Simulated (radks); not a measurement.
Results of a calculation; reference values are marked as such.
Removal energies from the mercury ion Hg3+, [Xe] 4f14 5d9, by Delta-SCF beside the eigenvalue of the level emptied. Level of theory: scalar-relativistic Kohn-Sham, r2SCAN, spin-polarised, spherical densities, finite nucleus; meta-GGA in the generalised Kohn-Sham scheme; Fermi nuclear charge, rms radius of each element as measured or else 0.836 A^(1/3) + 0.57 fm (a radial shooting solver on a logarithmic mesh with Libxc functionals). Open shells are filled with parallel spins first.

| removed from | final configuration | Delta-SCF (eV) | -eigenvalue (eV) |
|---|---|---|---|
| 5d | [Xe] 4f14 5d8 | 49.293 | 42.295 |
| 5p | [Kr] 4d10 4f14 5s2 5p5 5d9 | 110.18 | 101.93 |
| 4f | [Xe] 4f13 5d9 | 145.50 | 131.33 |
| 5s | [Kr] 4d10 4f14 5s1 5p6 5d9 | 163.14 | 154.40 |
